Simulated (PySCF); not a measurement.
## Working out the ionisation energy of V⁺

V⁺ [Ar] 3d4 (5D) → V²⁺ [Ar] 3d3 (4F). All numbers are calculated (PySCF 2.14, the non-relativistic Hamiltonian (point nucleus), in def2-TZVP (6s4p4d1f, 45 functions)). Frozen: [Ar]. Energies in hartree (1 hartree = 27.21139 eV):

```csv
part,V⁺ (lower),V²⁺ (upper)
UHF,-942.656164,-942.166716
MP2 opposite-spin,0.000000,0.000000
MP2 same-spin,-0.037364,-0.013759
```

**Question.** What does Hartree-Fock give?

**Answer.** (-942.166716) − (-942.656164) = 0.489448 hartree = 13.319 eV.

**Question.** What do MP2 and SCS-MP2 (6/5 opposite-spin, 1/3 same-spin) give?

**Answer.** The opposite-spin parts differ by 0.000 eV and the same-spin parts by 0.642 eV. MP2: 13.319 + (0.000) + (0.642) = 13.961 eV. SCS-MP2: 13.319 + 1.2 × (0.000) + (0.642)/3 = 13.533 eV.

Reference: 14.634 ± 0.007 eV (measured; NIST Atomic Spectra Database, ionization energies), between the lowest levels; spin-orbit coupling is absent from the calculation.

The calculation is non-relativistic.

What remains against the reference includes basis incompleteness, the frozen core and correlation beyond second order.
